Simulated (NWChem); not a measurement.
Species: CH4ClFSi; SMILES FC[SiH2]Cl

```xyz
8

F      0.8696     1.9461    -0.2691
C     -0.1779     1.4968     0.5013
Si    -0.8595    -0.1353    -0.1727
Cl     0.5503    -1.6315     0.0465
H      0.1587     1.3760     1.5467
H     -0.9833     2.2558     0.5038
H     -1.1816     0.0024    -1.6181
H     -2.0744    -0.5011     0.6104
```
Atoms are numbered in this order, from 1.

Results from NWChem. Medium grid unless said otherwise, to which SCAN and Minnesota functionals are sensitive. Structure relaxed at the PBE0/def2-SVP level. B3LYP is NWChem's, with the RPA form of VWN correlation. Total energies of different functionals are on different scales.

```tsv
level	energy (Ha)	highest occupied level (eV)	orbital gap (eV)	dipole (D)
B3LYP/def2-SVP	-889.7678	-8.21	8.49	2.18
PBE/def2-SVP	-889.2382	-6.96	6.47	2.04
TPSSh/def2-SVP	-889.7724	-7.75	7.81	2.23
MN15-L/def2-SVP	-889.4399	-7.66	7.57	2.21
B3PW91/def2-SVP	-889.6159	-8.27	8.51	2.27
MN15/def2-SVP	-889.3232	-9.21	10.14	2.25
M06-2X/def2-SVP	-889.6458	-9.84	11.15	2.40
Hartree-Fock/def2-SVP	-887.7564	-12.04	16.02	2.69
TPSS/def2-SVP	-889.7961	[?]	[?]	2.15
MPW1K/def2-SVP	-889.7283	-9.64	10.70	2.46
M06/def2-SVP	-889.6462	-8.51	8.99	2.29
```

Problem. What belongs in the gaps?

Solution. 
- TPSS/def2-SVP, highest occupied level (eV): -7.14
- TPSS/def2-SVP, orbital gap (eV): 6.85
